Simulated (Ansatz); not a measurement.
This Ansatz (a program for electronic structure) input (CCSD(T)/aug-pcseg-1) gives -459.56738 Eh with 27 basis functions. A basis named .json is the Basis Set Exchange file of that set (core-valence sets with the plain set on hydrogen).

Ansatz 0.2 input:
```yaml
crystal:
  periodic: [false, false, false]
  atoms:
    - {symbol: Cl, position_ang: [0.00000000, 0.00000000, 0.00000000]}
basis:
  gaussian:
    orbitals: aug-pcseg-1.json
magnetization: {spin_polarized: true, initial_magnetization: 1}
correlation: {method: ccsd_t, electrons: outside_noble_gas}
scf: {lower_state_search: full}
```

Change:
```diff
- orbitals: aug-pcseg-1.json
+ orbitals: def2-TZVPPD.json
```

**Question.** What does the run give now?

**Answer.** -459.66624 Eh (CCSD(T)/def2-TZVPPD, 51 functions), a change of -98.86 mEh.
